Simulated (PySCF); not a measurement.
Pb(I)2 anion (I2Pb), SMILES [I][Pb][I] (connectivity only; charge and spin as stated), charge -1, multiplicity 2.

Geometry optimised at r2SCAN-D4/def2-SVPD. The multiplicity is an assumed one; other spin states were not compared. The isomer is the one that the SMILES or the coordinates give; other isomers of the formula were not compared. The def2 effective core potentials stand for the cores of I, Pb; spin–orbit coupling is left out.

These are PySCF with r2SCAN-D4/def2-SVPD values and carry that method's errors.

Frequencies are harmonic and unscaled.

| mode | ν (cm⁻¹) | IR (km/mol) | moving atoms (share of kinetic energy) |
|---|---|---|---|
| 1 | 35 | 0.1 | I 81 %, Pb 19 % |
| 2 | 120 | 31.9 | I 57 %, Pb 43 % |
| 3 | 126 | 7.5 | I 64 %, Pb 36 % |
